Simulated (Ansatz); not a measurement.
Sn₆⁺, relaxed as a doublet with UKS r2SCAN-D4/def2-SVP in Ansatz, starting from the GFN2-xTB geometry. Force threshold 0.03 eV/Å.

In the def2 sets Sn takes a core potential; there is no spin–orbit coupling. Another isomer (doublet) lies 1.17 eV lower at PBE0-D4/def2-TZVP; other spin states weren't run for this one.

Start:

```xyz
6

Sn    0.6822    2.4373   -1.8534
Sn    0.7415   -2.2338   -0.5531
Sn    2.1339    0.1652   -1.0424
Sn   -0.3862   -1.3965    1.8891
Sn   -0.6726    0.5602   -0.2803
Sn   -2.4988    0.4676    1.8400
```

(1) Estimate the energy that the relaxation releases and the steps that it takes.

(2) Does the start keep its bonding and symmetry?

(3) Predict the relaxed structure.

## Answers

(1) 2.6 kcal/mol, in 7 steps; 76 s on 4 threads of Arm Neoverse V1 on a shared host. No frequencies were taken in this run, so the end may be a saddle point.

(2) By distances, no bond broke or formed. The bond that changes most is Sn2–Sn5, from 3.14 to 3.38 Å (atoms count from 1). Point group Cs at the start, Cs at the end, both within 0.05 Å.

(3) 
```xyz
6

Sn    0.782    2.404   -1.983
Sn    0.659   -2.314   -0.667
Sn    2.101    0.140   -0.823
Sn   -0.199   -1.285    1.850
Sn   -0.778    0.724   -0.284
Sn   -2.565    0.330    1.907
```
Bond lengths (bridged metal pairs left out): 8 × Sn–Sn 2.85 to 2.99 Å.
